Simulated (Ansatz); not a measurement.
Geometry optimisation, RKS B3LYP/def2-SVP in Ansatz.

Input file:

```yaml
crystal:
  periodic: [false, false, false]
  atoms:
    - { symbol: B, position_ang: [0.5159, -2.9822, -0.1981] }
    - { symbol: Si, position_ang: [0.5743, -1.1172, 0.4404] }
    - { symbol: F, position_ang: [2.1609, -0.6367, 0.5007] }
    - { symbol: Si, position_ang: [-0.4565, 0.2459, -0.9518] }
    - { symbol: Si, position_ang: [-0.347, 2.3326, -0.2447] }
    - { symbol: S, position_ang: [-1.1863, 2.5106, 1.7417] }
    - { symbol: H, position_ang: [1.0199, -3.8074, 0.3916] }
    - { symbol: H, position_ang: [-0.0865, -3.1574, -1.2104] }
    - { symbol: H, position_ang: [-0.0158, -1.0166, 1.8241] }
    - { symbol: H, position_ang: [0.0465, 0.1283, -2.2735] }
    - { symbol: H, position_ang: [-1.9581, -0.1532, -0.9599] }
    - { symbol: H, position_ang: [1.0898, 2.7287, -0.1712] }
    - { symbol: H, position_ang: [-1.1249, 3.2594, -1.157] }
    - { symbol: H, position_ang: [-0.2452, 1.6362, 2.297] }
basis:
  gaussian: { orbitals: def2-SVP }
hamiltonian:
  xc: b3lyp
relax:
  f_tol: 0.015
  max_steps: 40
```

Launched with:

```bash
$ ansatz run input.yaml --threads 2 --pin off --max-ram 3072MiB --backend cpu --events-out ev --progress --plain --runs-dir out
```

Where does it end, and by what steps?

The forces met the threshold. After 29 steps the energy has fallen by 0.825 eV; H7 moved furthest, 1.58 Å.

| step | energy less start (eV) | largest force component (eV/Å) | accepted |
| --- | --- | --- | --- |
| 0 | 0.0000 | 2.490 | yes |
| 2 | -0.5923 | 0.699 | yes |
| 4 | -0.6671 | 0.564 | yes |
| 6 | -0.7280 | 0.123 | yes |
| 8 | -0.7410 | 0.327 | no |
| 10 | -0.7547 | 0.126 | yes |
| 12 | -0.7696 | 0.279 | yes |
| 14 | -0.7887 | 0.410 | yes |
| 16 | -0.8032 | 0.240 | yes |
| 18 | -0.8167 | 0.189 | yes |
| 20 | -0.8220 | 0.023 | yes |
| 22 | -0.8237 | 0.044 | yes |
| 24 | -0.8244 | 0.035 | yes |
| 26 | -0.8248 | 0.026 | yes |
| 28 | -0.8249 | 0.024 | yes |
| 29 | -0.8250 | 0.010 | yes |

```xyz
14
Properties=species:S:1:pos:R:3
B 0.895 -2.836 -0.262
Si 0.039 -1.298 0.671
F 1.101 -0.400 1.570
Si -0.815 0.199 -0.973
Si -0.099 2.356 -0.323
S -0.518 2.698 1.775
H 2.087 -2.952 -0.394
H 0.175 -3.643 -0.799
H -1.054 -1.704 1.603
H -0.284 -0.150 -2.329
H -2.305 0.105 -1.017
H 1.353 2.503 -0.637
H -0.859 3.414 -1.049
H 0.270 1.678 2.194
```

Whether the end is a true minimum wasn't checked by a vibrational analysis.

The run took 3.1 min on 2 threads of Arm Neoverse V1, on a shared host, peak memory 0.38 GiB.
